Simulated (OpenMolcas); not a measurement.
An OpenMolcas run meant for S4+ (ANO-L-VQZP, non-relativistic; inactive shells 1s 2s 2p; intended active space 2 electrons in 4 orbitals (3s 3p)). One step of its input:

```
&CASPT2
Multistate=3 1 2 3
Frozen=1 0
IPEA=0.25
Imaginary=1.5
MaxIter=60
WThr=0.0 0.3 0.05
PrWF=0.5
NoMix
```

The run finished. Its levels beside those of a sound run (SS-CASPT2, IPEA 0.25 Eh, imaginary shift 0.1 Eh (closed shells correlated: 2s 2p)), in cm-1 above each run's lowest level:

```
      Level  This run  Usual run
    3s2 1S0       0.0        0.0
3s 3p 3P* 0     81446      81214
3s 3p 3P* 1     81774      81543
3s 3p 3P* 2     82443      82212
3s 3p 1P* 1    130862     129018
    3p2 3P0    198043     197881
    3p2 3P1    198389     198229
    3p2 3P2    199019     198762
    3p2 1D2    208288     200656
    3p2 1S0    236982     234939
```

Task: Which setting is unsound, and how much does it matter here?

Result: The level shift is far above the usual 0.1 to 0.3 hartree and damps the second-order energy. Against the sound run the excited levels shown move by 1400 cm-1 on average and by 7600 cm-1 at most.

Over all roots computed the reference weight is 0.93 to 1.00 in the sound run; the roots of lowest weight are the least certain, and an intruder state may touch them. The ¹D term of p² mixes with s d, which this space lacks. Some levels mix across a computed gap that differs much from the measured one, so their mixing is not that of the real levels (holds for the sound run). Only configurations of the active space appear.

* marks odd parity.
